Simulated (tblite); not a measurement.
C₆H₁₀F₂Si.
Numbering: `[CH3:1]/[CH:2]=[C:3]1\[CH2:4][SiH2:5][C@H:6]1[CH:7]([F:8])[F:9]` (hydrogens: H10, H11, H12 on C1; H13 on C2; H14, H15 on C4; H16, H17 on Si5; H18 on C6; H19 on C7)

The geometry is computed with GFN2-xTB (gas phase).

Task: What internal coordinates does the optimisation give?

Result: 
```
                  bond  length (pm)
                 C1–C2        149.4
                 C2=C3        132.1
                 C3–C4        151.3
                C4–Si5        191.6
                Si5–C6        193.0
                 C6–C7        150.8
                 C7–F8        136.0
                 C7–F9        136.1
                 C3–C6        151.7
C1–H10, C1–H11, C1–H12        108.9
                C2–H13        108.4
                C4–H14        108.9
                C4–H15        109.0
               Si5–H16        145.6
               Si5–H17        146.2
                C6–H18        109.1
                C7–H19        110.2
```

Bonds in one row agree within 1 pm and their mean is given. A selection of angles:
```
    angle  degrees
 C1–C2–C3    125.2
 C2–C3–C4    129.8
 C2–C3–C6    127.4
 C4–C3–C6    102.8
C3–C4–Si5     90.7
C4–Si5–C6     76.0
Si5–C6–C7    114.4
C3–C6–Si5     90.1
 C3–C6–C7    112.0
 C6–C7–F8    111.1
 C6–C7–F9    111.1
 F8–C7–F9    105.4
```

Dihedral angles: C1–C2–C3–C4 -1° (synperiplanar); C2–C3–C4–Si5 -174° (antiperiplanar); C3–C4–Si5–C6 -4° (synperiplanar); C4–Si5–C6–C7 -111° (anticlinal); Si5–C6–C7–F8 41° (synclinal); C2–C3–C6–Si5 175° (antiperiplanar).

The C–C distances run from 1.321 Å (C2=C3, drawn double) to 1.517 Å (C3–C6, drawn single), a spread of 0.196 Å. Of the pairs four or more bonds apart, C4···H10 is among the closest relative to their van der Waals radii: 2.73 Å, 94 % of the sum of Bondi's values. Si5 (SiH2 silicon) has angles from 76.0° to 117.5°. The 4-membered ring C3–C4–Si5–C6 has internal angles of 76.0° to 102.8°; it is slightly puckered (a soft mode that the optimisation may not have finished), 0.03 Å rms from its mean plane, widest ring torsion 5°.

Point group: C1 (no symmetry element, even within 0.4 Å). Its GFN2-xTB frequencies are all real (lowest 43 cm⁻¹). The numbers are those of one conformer. 3 starts were optimised and ended at 0.00, 0.28 and 0.30 kcal/mol (GFN2-xTB); the lowest of these is shown.
